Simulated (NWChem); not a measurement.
Species: GeN₂H₅Cl; SMILES [Cl][GeH]([NH2])[NH2]

```xyz
9

Ge    -0.0102    -0.3611     0.3202
N     -1.4443    -1.3277    -0.2753
N      1.4510    -1.1237    -0.4958
Cl     0.0789     1.7305    -0.3642
H     -0.1016    -0.2982     1.8680
H     -1.4899    -1.3896    -1.2989
H     -2.3536    -1.0147     0.0818
H      2.2673    -0.5018    -0.4922
H      1.7226    -2.0247    -0.0847
```
Atoms are numbered in this order, from 1.

All runs: NWChem. Pople sets run with spherical d functions. Structure relaxed at the PBE-D3(BJ)/def2-SVP level. Vzz is the largest principal value of the second derivative of the potential at the nucleus (NWChem prints the opposite sign); η is the asymmetry. Non-relativistic.

For level CAM-B3LYP/6-31G*:

Vzz Ge1 (a.u.): 1.151
Vzz N2 (a.u.): -0.790
Vzz N3 (a.u.): -0.840
Vzz Cl4 (a.u.): 2.158

Q: What are these values for level Hartree-Fock/def2-SVP?

A: 
- Vzz Ge1 (a.u.): 1.302
- Vzz N2 (a.u.): -0.889
- Vzz N3 (a.u.): -0.917
- Vzz Cl4 (a.u.): 2.060
